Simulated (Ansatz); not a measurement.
`[F][AlH][SbH2]` + HCl → `[Cl][SbH2]` + `[F][AlH2]` at 600 K and 1 bar (cleavage of the Sb–Al bond).

Computed with Ansatz on PBE0-D4/def2-TZVP structures; ΔE is electronic, products minus reactants. CCSD(T)/CBS adds triple-zeta CCSD(T) − MP2 to the extrapolated MP2 energy (def2 sets, frozen cores). This one scheme is used for every species. def2 core potentials past Kr. For Sb outer-core shells are correlated without core-valence functions, which leaves a few kJ/mol of doubt a bond.

```tsv
species	CCSD(T)/CBS energy (Eh)	H − E (kJ/mol)	S (J/(mol·K))
`[F][AlH][SbH2]`	-583.69641	106.2	399.0
HCl	-460.38127	35.4	207.2
`[Cl][SbH2]`	-701.00845	67.5	318.9
`[F][AlH2]`	-343.06661	68.4	279.9
```

H − E and S are ideal-gas, rigid-rotor, harmonic terms from PBE0-D4/def2-TZVP, for one conformer and one mirror image of each species. 1 Eh = 2625.50 kJ/mol, R = 8.31446 J/(mol·K).

By hand: ΔE, ΔH, ΔS and ΔG.

ΔE = (-701.00845) + (-343.06661) − (-583.69641) − (-460.38127) = 0.00262 Eh = 6.9 kJ/mol. Δ(H − E) = 67.5 + 68.4 − 106.2 − 35.4 = -5.7, so ΔH = 1.2 kJ/mol. ΔS = 318.9 + 279.9 − 399.0 − 207.2 = -7.4 J/(mol·K). ΔG = 1.2 − 600 × (-7.4)/1000 = 5.6 kJ/mol.

By hand: the equilibrium constant, and the temperature at which ΔG would vanish if ΔH and ΔS stayed fixed.

log₁₀ K = −ΔG/(RT ln 10) = -0.5. ΔH and −TΔS have one sign here, so there is no such temperature. One of them is within its doubt of zero, so this could turn.

TΔS isn't small against ΔH here. The sign of ΔG lies within the doubt. A doubt of 5 kJ/mol in ΔE shifts log₁₀ K by 0.4 here. Other conformers and mirror images would add mixing entropy, several J/(mol·K) or more a flexible species. These are equilibria of isolated gas molecules and say nothing of rates. Largest T1 diagnostic: 0.014 (customary marks: 0.02 for closed shells, 0.045 for open ones).
